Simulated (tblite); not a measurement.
CH7ClP2Si2.
Atom-mapped SMILES: `[Cl:1][CH2:2][SiH:3]1[PH:4][SiH2:5][PH:6]1` (hydrogens: H7, H8 on C2; H9 on Si3; H10 on P4; H11, H12 on Si5; H13 on P6)

Structure used (GFN2-xTB), in Å, numbered top down from 1:
```xyz
13
CH7ClP2Si2 angstrom
Cl    -1.683    1.873   -0.188
C     -2.142    0.156   -0.104
Si    -0.565   -0.924    0.042
P      0.781   -0.356    1.771
Si     2.257    0.039    0.091
P      0.924   -0.599   -1.633
H     -2.704   -0.070   -1.006
H     -2.792    0.040    0.758
H     -0.981   -2.327    0.121
H      0.337    0.950    1.864
H      2.691    1.433    0.014
H      3.378   -0.891    0.203
H      0.495    0.676   -1.949
```

All values are computed: GFN2-xTB (tblite) harmonic vibrations without scaling, gas phase. The method is semi-empirical: single wavenumbers can be off by several per cent or more. Modes of hydrogen on phosphorus and silicon can be 10 to 20 % off. One conformer, not necessarily the lowest.

Harmonic wavenumbers (cm⁻¹): 25.5, 49.4, 95.7, 123.9, 216.0, 246.8, 391.6, 413.6, 419.1, 443.9, 444.8, 477.5, 518.8, 561.2, 591.5, 646.5, 658.0, 676.2, 688.6, 721.2, 723.3, 742.5, 762.0, 1083.9, 1175.8, 1419.9, 2225.8, 2244.6, 2266.3, 2325.8, 2338.5, 3004.9, 3010.4.

A = 1651, B = 908.7, C = 803.0 MHz; mass 171.925 u (most abundant isotopes); point group Cs, symmetry number 1.

What is the zero-point energy?

Half the sum of the wavenumbers: 15867 cm⁻¹ = 45.37 kcal/mol.

Give the ideal-gas entropy at 298.15 K and 1 bar in the rigid-rotor, harmonic-oscillator model (classical rotation).

Translation 41.36, rotation 29.97, vibration 30.65: S = 102.0 cal/(mol K).

And Cp and H(298.15 K) − H(0)?

Cp = 38.40 cal/(mol K), of which vibrations give 30.45 (their classical limit is 33 R = 65.6); H(298.15 K) − H(0) = 7.00 kcal/mol without the zero-point energy, 4.63 from vibrations.

How do the functions run with temperature in this model?

```tsv
T (K)	S (cal/(mol K))	Cp (cal/(mol K))	H − H(0) (kcal/mol)	G − H(0) (kcal/mol)	ln q(vib)
50	62.0	13.6	0.54	-2.56	1.03
100	72.8	17.9	1.33	-5.95	2.42
373.15	111.2	43.5	10.08	-31.40	9.56
500	124.8	49.5	16.00	-46.39	12.73
750	146.4	56.9	29.37	-80.40	18.36
1000	163.4	61.6	44.22	-119.20	23.25
```

q(vib) and H(0) count from the zero-point level.

Which modes carry the vibrational entropy at 298.15 K?

25.5 cm⁻¹: 6.15; 49.4 cm⁻¹: 4.84; 95.7 cm⁻¹: 3.54; 123.9 cm⁻¹: 3.04; 216.0 cm⁻¹: 1.99; 246.8 cm⁻¹: 1.75 cal/(mol K); the other 27 give 9.33 together.

Blend soft modes into free rotors: weight 1/[1 + (100 cm⁻¹/ν̃)⁴] for the oscillator and the rest for a rotor with moment μB/(μ + B), μ = h/(8π²ν), B = 10⁻⁴⁴ kg m². What vibrational entropy results?

27.06 cal/(mol K) in place of 30.65, which changes −T·S at 298.15 K by +1.07 kcal/mol.

What must be added to the electronic energy to get the Gibbs energy at 298.15 K and 1 bar?

ZPE + [H(298.15 K) − H(0)] − T·S = 45.37 + 7.00 − 30.40 = 21.97 kcal/mol.

Hindered rotation and anharmonicity are outside this model. Other conformers, if any are populated, would add a mixing term that is left out.

Time: 0.62 s wall. Hardware: Arm Neoverse V1, one thread (shared host). The figure is for the frequency step alone.
